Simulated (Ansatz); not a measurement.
Input for Ansatz (an electronic-structure program): U-wB97X-V/cc-pVTZ on BFH2Se (SMILES FB[SeH]), a point of a bond scan (R = 1.325 Å).

Ansatz 0.2 input:
```yaml
crystal:
  periodic: [false, false, false]
  atoms:
    - {symbol: B, position_ang: [-0.50635411, -0.90180536, 0.69980998]}
    - {symbol: F, position_ang: [0.43958755, -1.60154985, 1.30799310]}
    - {symbol: H, position_ang: [-1.64886171, -1.18176115, 0.86909359]}
    - {symbol: Se, position_ang: [0.04580074, 0.56405598, -0.45090094]}
    - {symbol: H, position_ang: [-1.33288088, 0.92683336, -0.80944951]}
basis:
  gaussian:
    orbitals: cc-pVTZ
hamiltonian:
  xc: {name: wB97X-V}
magnetization: {spin_polarized: true, initial_magnetization: 0}
```

It printed:

```
WARN ansatz: RAYON_NUM_THREADS=1 ignored (pool sized by the plan → 1); use --threads N
Functional definition: wB97X-V
integrals: 0.06 GiB planned
889 factors; their error is unknown
integrals: 0.10 GiB planned
158 factors; integrals over basis functions are off by at most 3.4e-5 eV
mean field: 0.87 GiB planned
mean field evaluation 1: about -68771.1618 eV, gradient 1.9e1 eV
mean field evaluation 2: about -68771.2353 eV, gradient 2.2e1 eV
mean field evaluation 4: about -68772.4173 eV, gradient 3.3e-1 eV
mean field evaluation 8: about -68772.6442 eV, gradient 2.9e-2 eV
mean field evaluation 16: about -68772.6442 eV, gradient 3.9e-5 eV
mean field -68772.64416346 eV, -2527.3480572347 hartree, gradient 3.9e-5 eV, S^2 0.000000; 0 other end points of the search recorded, 0 dependent functions left out
reference -68772.64416193 eV, -2527.3480571785 hartree; 25, 25 occupied and 106, 106 virtual orbitals, 889 factors
Total energy: -68772.64416193 eV, -2527.3480571785 hartree
```

The calculation finished and met its thresholds.

Cost: about 12 core-seconds (a rough figure).
